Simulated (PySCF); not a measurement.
Computed IR spectrum (relative IR intensity) of a molecule C₅H₆O₂. Coordinates come from a TPSSh-D3(BJ)/def2-SVP optimisation. The values are those of a single conformer. Calculation: TPSSh-D3(BJ)/def2-SVP run with PySCF. No scaling factor is applied to the harmonic values.

Lines under 2 % of the strongest are left out, and lines within 2 cm⁻¹ are merged.

```csv
ν (cm⁻¹),relative intensity
333,2.4
412,3.3
500,5.8
534,2.2
573,6.4
644,15
682,37
865,18
880,8.2
894,2.1
1038,4.3
1144,9.3
1155,80
1193,17
1264,2.3
1349,8.1
1410,26
1435,8.0
1481,2.8
1847,100
2069,16
3018,4.6
3704,23
```

Task: Pick the molecule that these values belong to.
(A) C=C=CCC(=O)O
(B) Cc1coc(O)c1
(C) C[C@@]1(C=O)C=CO1
(D) C=CC1OC(=C)O1

Result: A, C=C=CCC(=O)O
